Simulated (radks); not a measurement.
Results of a calculation; reference values are marked as such.
Tc39+, configuration [He] 2s2. Code: a radial shooting solver on a logarithmic mesh with Libxc functionals. Model: non-relativistic Kohn-Sham, LDA (Slater exchange, Perdew-Wang correlation), spin-unpolarised, spherical densities, point nucleus; relativity is left out, which matters for an element this heavy.

Normalised radial functions P(r) = r R(r), r in bohr:

r              3s
0.001452   0.1397
0.001802   0.1707
0.002236   0.2079
0.002775   0.2519
0.003444   0.3034
0.004274   0.3627
0.005305   0.4294
0.006584   0.5022
0.008171   0.5780
0.01014    0.6516
0.01259    0.7144
0.01562    0.7540
0.01939    0.7536
0.02406    0.6926
0.02986    0.5494
0.03706    0.3070
0.046     -0.0367
0.05709   -0.4549
0.07085   -0.8768
0.08794   -1.1820
0.1091    -1.2176
0.1355    -0.8555
0.1681    -0.0858
0.2086     0.9003
0.259      1.7289
0.3214     2.0307
0.3989     1.7112
0.495      1.0472
0.6144     0.4504
0.7625     0.1282
0.9464     0.0222

3s (empty): eigenvalue -2416.7 eV, 2 radial nodes at r = 0.0451, 0.171 bohr, <r> = 0.331 bohr, 90 % of the charge inside 0.477 bohr.
